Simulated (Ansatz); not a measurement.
C2HN, SMILES `[CH]C#N` (excited singlet) (charge 0, multiplicity 1). This singlet is an excited state, 0.67 eV above the relaxed triplet at the level B3LYP/cc-pVTZ // PBE0-D3(BJ)/def2-TZVP (Ansatz, a program for electronic structure).

Cartesian coordinates (Å):
```xyz
4

C     -0.7727     0.4638     0.0050
C      0.5358     0.0631     0.0014
N      1.6925    -0.1305     0.0006
H     -1.4556    -0.3964    -0.0070
```
Charge 0, spin multiplicity 1.

Frozen-core energies in cc-pVDZ from Ansatz at a geometry from PBE0-D3(BJ)/def2-TZVP; the HF reference has <S^2> = 0.00 (restricted, and unstable towards unrestricted orbitals) and the T1 diagnostic is 0.022.

```csv
level,energy (Ha)
HF,-130.63012
MP2,-131.00823
CCSD,-131.03217
CCSD(T),-131.05096
```

Q: Estimate the energies of CCSDT, CCSDT(Q) and CCSDTQ, and give each level's difference from CCSDTQ.

A: 
```
level     energy (Ha)  difference from CCSDTQ (mHa)
--------  -----------  ----------------------------
MP2        -131.00823                         45.91
CCSD       -131.03217                         21.97
CCSD(T)    -131.05096                          3.19
CCSDT      -131.05213                          2.02
CCSDT(Q)   -131.05444                         -0.30
CCSDTQ     -131.05415                          0.00
```
